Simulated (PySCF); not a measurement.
**Orbital picture of PmH**

r²SCAN at R = 2.118 Å; PySCF, spin-free X2C with a Gaussian nucleus, basis sets Pm x2c-TZVPall, H x2c-TZVPall. State: septet, about 4.9 electrons in the 4f shell (Mulliken), real f orbitals that mix terms. Only the outer orbitals are listed, counted within each symmetry.

```tsv
spin	orbital	occ.	ε (eV)	on Pm (%)	main shells (%)
α	12σ	1	-5.33	40	60 H s, 22 Pm s, 14 Pm d
α	7π	1	-4.09	100	100 Pm f
α	1φ	1	-3.61	100	100 Pm f
α	3δ	1	-3.43	100	74 Pm f, 21 Pm s
α	13σ	1	-3.36	97	43 Pm s, 24 Pm f, 21 Pm d
α	7π	1	-2.84	100	100 Pm f
α	3δ	1	-2.52	100	85 Pm f, 15 Pm d
α	4δ	0	-1.86	100	84 Pm d, 16 Pm f
α	8π	0	-1.61	100	62 Pm d, 36 Pm p
α	4δ	0	-1.60	100	98 Pm d
β	6π	1	-21.57	100	100 Pm p
β	6π	1	-21.45	100	100 Pm p
β	11σ	1	-21.41	99	99 Pm p
β	12σ	1	-5.04	35	65 H s, 15 Pm d, 15 Pm s
β	13σ	0	-1.51	97	73 Pm s, 15 Pm p, 9 Pm d
β	7π	0	-0.38	100	79 Pm d, 21 Pm p
β	7π	0	-0.33	100	71 Pm d, 29 Pm p
```

Problem. Which are the highest filled and the lowest empty level, where do they sit, and how wide is the gap?

Solution. Highest filled α 3δ at -2.52 eV (in %: 85 Pm f, 15 Pm d); lowest empty α 4δ at -1.86 eV (in %: 84 Pm d, 16 Pm f); the gap at r²SCAN is 0.66 eV.

| Item | Value |
| --- | --- |
| bond order (Mayer) | 0.91 |
| ⟨S²⟩ | 12.008 |
| charge on Pm (Mulliken, basis-dependent) | 0.29 |
| charge on Pm (Löwdin, basis-dependent) | 0.22 |
| dipole moment (positive dipole means Pm(−)H(+)) | -3.53 D |

Spin–orbit coupling is left out. The state is the lowest single determinant that the PBE0 search found; with open d or f shells the true ground state can be another one.
